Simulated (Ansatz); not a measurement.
AlAsH4Si, SMILES `[AlH]1[SiH2][AsH]1`. The species carries charge 0 and has multiplicity 1.

```xyz
7

Al   -0.803    0.140    1.069
Si    0.388    0.655   -0.878
As    1.146   -1.171    0.553
H    -2.037    0.143    2.051
H     0.139    0.338   -2.310
H     1.422    1.717   -0.759
H    -0.256   -1.822    0.274
```

(1) List the harmonic frequencies (cm⁻¹, unscaled) at PBE0-D4/def2-TZVP in Ansatz. (An estimate is asked.)

(2) Is this a minimum?

(3) Give the ideal-gas thermochemistry at 298.15 K and 1 bar (rigid rotor, harmonic oscillator; point group C1, symmetry number 1).

(4) And at 400, 500, 600, 800 and 1000 K?

## Answers

(1) The calculation gave: 275, 297, 321, 377, 403, 448, 478, 500, 619, 707, 922, 1949, 1978, 2206, 2228.

(2) Yes, all 15 modes are real.

(3) Zero-point energy 82.0 kJ/mol; H(298) − E = 99.7 kJ/mol; entropy 320.2 J/(mol·K), of which translation 169.9, rotation 111.2, vibration 39.0; G(298) − E = 4.2 kJ/mol.

(4) 
```json
{"T (K)": "400", "H − E (kJ/mol)": "109.8", "S (J/mol/K)": "349.3", "G − E (kJ/mol)": "-30.0"}
{"T (K)": "500", "H − E (kJ/mol)": "120.7", "S (J/mol/K)": "373.7", "G − E (kJ/mol)": "-66.1"}
{"T (K)": "600", "H − E (kJ/mol)": "132.4", "S (J/mol/K)": "395.0", "G − E (kJ/mol)": "-104.6"}
{"T (K)": "800", "H − E (kJ/mol)": "157.4", "S (J/mol/K)": "430.9", "G − E (kJ/mol)": "-187.3"}
{"T (K)": "1000", "H − E (kJ/mol)": "184.2", "S (J/mol/K)": "460.7", "G − E (kJ/mol)": "-276.6"}
```
